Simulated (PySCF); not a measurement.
# SnI⁻: energy against distance

Set-up: basis Sn def2-TZVPPD with ECP28, I def2-TZVPPD with ECP28; scalar-relativistic core potentials; PySCF 2.14. Energies in eV from Sn + I⁻ in their ground configurations at the same level. All curves are PBE0. state 1: ³Σ⁻ (triplet), unpaired electrons π ↑↑; state 2: Ms = 0 determinant of mixed spin (⟨S²⟩ near 1.0), unpaired electrons π ↑↓, a mixture of terms (⟨Lz²⟩ = 2.0), a second solution, started from another occupation; state 3: singlet, one real π or δ orbital doubly filled, a mixture of terms (⟨Lz²⟩ = 2.0), a second solution, started from another occupation.

| R (Å) | state 1 | state 2 | state 3 |
| --- | --- | --- | --- |
| 2.522 | -0.920 | -0.701 | -0.0485 |
| 2.640 | -1.252 | -1.027 | -0.3587 |
| 2.757 | -1.422 | -1.192 | -0.5096 |
| 2.845 | -1.478 | -1.244 | -0.5516 |
| 2.933 | -1.490 | -1.254 | -0.5511 |
| 3.021 | -1.472 | -1.232 | -0.5205 |
| 3.138 | -1.415 | -1.171 | -0.4485 |
| 3.285 | -1.312 | -1.064 | -0.3297 |
| 3.461 | -1.170 | -0.918 | -0.1706 |
| 3.696 | -0.979 | -0.722 | 0.0391 |

**Question.** Put a parabola through the three lowest points of the state 1 curve and estimate Re, k and ωe (reduced mass 61.65 u; 1 eV/Å² = 0.16022 mdyn/Å; ωe = 1302.8·√(k/μ) cm⁻¹).

**Answer.** Through R = 2.845, 2.933, 3.021 Å the second-order coefficient is 1.94 eV/Å², so Re ≈ 2.924 Å, k ≈ 0.621 mdyn/Å and ωe ≈ 131 cm⁻¹. A polynomial fit of higher order to the unrounded PBE0 energies gives Re = 2.920 Å, k = 0.670 mdyn/Å, ωe = 136 cm⁻¹; anharmonicity and rounding make the difference.

The higher-order fit for each curve: state 1: Re = 2.920 Å, ωe = 136 cm⁻¹, De = 1.49 eV; state 2: Re = 2.911 Å, ωe = 138 cm⁻¹, minimum 1.25 eV below the ground-state fragments; state 3: Re = 2.887 Å, ωe = 143 cm⁻¹, minimum 0.56 eV below the ground-state fragments.

These are scalar-relativistic numbers at best; spin–orbit coupling would shift them, the dissociation energy most. For an ion De counts to the pair picked by the measured ionisation energies or electron affinities, which need not be the lowest pair at this level. The highest Kohn–Sham level is positive in this anion. Much of that is self-interaction error, but it also means that the finite basis helps to hold the extra electron. The state is the lowest determinant that a PBE0 search found; another state may lie lower at other levels.
